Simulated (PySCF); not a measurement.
## A survey of 29Si NMR shifts

Calculated, not measured (PySCF 2.14.0 with density-fitted response routines): σ from GIAO-PBE0/pcSseg-1, geometry: GFN2-xTB. A single conformation, non-relativistic, in vacuum, fast rotation and ring inversion assumed for equivalent nuclei.

Shieldings were converted by a linear fit to measured shifts: 29Si: δ = 279.94 − 0.822σ (rms 8.9 ppm, 72 shifts, 25.8 ppm with the 6 outliers that the fit left out vs TMS, solution or neat liquid). A few per cent of atoms miss by over 2 rms, more outside the fitted compound classes.

**Question.** Give the 29Si shifts of `N#CC[C@H]([SiH3])CF`, `C=CC[C@@H]1C[C@@]1(Cl)CO[SiH3]`, `O=C(O)C1=C[SiH2][C@@H]1CCF`.

**Answer.** 
| compound | environment | δ (ppm) |
| --- | --- | --- |
| N#CC[C@H]([SiH3])CF | silicon bonded to C, 3 H | -61.4 |
| C=CC[C@@H]1C[C@@]1(Cl)CO[SiH3] | silicon bonded to O, 3 H | -35.3 |
| O=C(O)C1=C[SiH2][C@@H]1CCF | silicon bonded to 2 C, 2 H, in a 4-membered ring | -42.1 |

**Question.** Order these by 29Si shift, lowest first.
A. N#CC[Si](N)(C#N)C#N
B. [H]/N=C\[C@@H](NC=O)[C@@H]1C[SiH2]1
C. N[SiH](N)Cc1ccco1
D. C[C@H](Cl)/C(=C\O[SiH3])C1CC1

**Answer.** B (-123.2 ppm, silicon bonded to 2 C, 2 H, in a 3-membered ring), A (-64.3 ppm, silicon bonded to 3 C, N), D (-36.6 ppm, silicon bonded to O, 3 H), C (-21.9 ppm, silicon bonded to C, 2 N, H).
